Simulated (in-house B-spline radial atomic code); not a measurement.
Ionising Mn5+ with different functionals

Computed with a B-spline radial code for spherical atoms: four-component Dirac-Coulomb Hamiltonian, Fermi nucleus of rms radius 3.7057 fm, spin-restricted, spherical fractional occupations for the functionals, and exact exchange of hybrids averaged over the configuration. The ionisation energy is the difference of two self-consistent energies, [Ar] 3d2 → [Ar] 3d1, without Breit or QED terms; ε is the level of the shell that loses the electron (mean over j). The electron is taken from both j subshells in proportion to 2j + 1, so the result is a j average, not the step between ground levels.

| method | rung | ΔSCF (eV) | -ε(3d) (eV) |
| --- | --- | --- | --- |
| PBE0 | global hybrid | 94.29 | 85.83 |
| LC-wPBE | range-separated hybrid | 94.35 | 88.17 |
| CAM-B3LYP | range-separated hybrid | 94.40 | 87.33 |
| wB97X | range-separated hybrid | 94.01 | 88.00 |

(1) Among the functionals, which spreads more, the ΔSCF values or the orbital energies?

(2) How do they compare with the NIST value?

Answers

(1) The orbital energies: ΔSCF values span about 0.40 eV and the orbital energies 2.33 eV; here energy differences depend much less on the functional than eigenvalues do.

(2) NIST lists 95.60 eV ± 0.025 (measured, ground level to ground level). Errors run from -1.60 to -1.20 eV. The correlated functionals all miss on the same side by more than they spread, so the cause is common to them (Breit-QED terms, spin polarisation, the choice among j levels, multiplet and fine-structure energies, or a listed next ion that isn't the cheapest removal here) and closeness doesn't rank the functionals.
